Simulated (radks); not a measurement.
Polarisability of the potassium ion K2+, [Ne] 3s2 3p5, at imaginary frequency. Calculated with a radial shooting solver on a logarithmic mesh with Libxc functionals: scalar-relativistic Kohn-Sham, exchange-only LDA, spin-unpolarised, spherical densities, finite nucleus; Fermi nuclear charge, rms radius 3.4349 fm. Response by self-consistent Sternheimer equations with the Hartree and adiabatic exchange-only LDA kernel, the relativistic mass of each level held fixed and spin-orbit coupling left out.

| w (hartree) | alpha1(iw) (bohr^3) |
|---|---|
| 0.00266 | 4.083 |
| 0.0143 | 4.082 |
| 0.0360 | 4.078 |
| 0.0697 | 4.066 |
| 0.118 | 4.034 |
| 0.186 | 3.965 |
| 0.280 | 3.826 |
| 0.413 | 3.566 |
| 0.605 | 3.124 |
| 0.892 | 2.468 |
| 1.35 | 1.674 |
| 2.12 | 0.9342 |
| 3.59 | 0.4186 |
| 6.94 | 0.1461 |
| 17.5 | 0.03368 |

Static values: alpha1 = 4.083 bohr^3 (0.6050 angstrom^3; uncoupled 6.525). C6 = 14.09, triple-dipole C9 = 42.34 atomic units. One-pole (London) frequency 4 C6 / (3 alpha1^2) = 1.127 hartree, against 1.385 for minus the highest occupied eigenvalue.
